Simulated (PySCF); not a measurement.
C2H10GeSSi, SMILES [GeH3][S][SiH](C)C (GFN2-xTB optimised geometry):

```
15

Si    -0.883    -0.705     0.000
C     -1.538    -1.594    -1.547
C     -1.376    -1.598     1.595
S      1.296    -0.705     0.000
Ge     1.695    -0.052    -2.050
H     -1.296     0.705     0.000
H     -2.619    -1.695    -1.510
H     -1.114    -2.591    -1.639
H     -1.286    -1.042    -2.450
H     -0.947    -1.109     2.463
H     -2.455    -1.606     1.712
H     -1.031    -2.628     1.596
H      1.444    -1.148    -3.051
H      0.838     1.124    -2.436
H      3.137     0.342    -2.121
```

Calculation: B3LYP/def2-TZVP run with PySCF.

Task: What are the frontier orbital energies and the dipole moment?

Result: HOMO-2 -8.60 eV, HOMO-1 -8.10 eV, HOMO -6.80 eV, LUMO -0.06 eV, LUMO+1 0.46 eV; dipole moment 1.62 D.

Meta-Löwdin charges at B3LYP/def2-TZVP: Si1 0.78, C2 -0.59, C3 -0.59, S4 -0.41, Ge5 0.37, H6 -0.12, H7 0.13, H8 0.13, H9 0.13, H10 0.13, H11 0.13, H12 0.13, H13 -0.07, H14 -0.07, H15 -0.05.
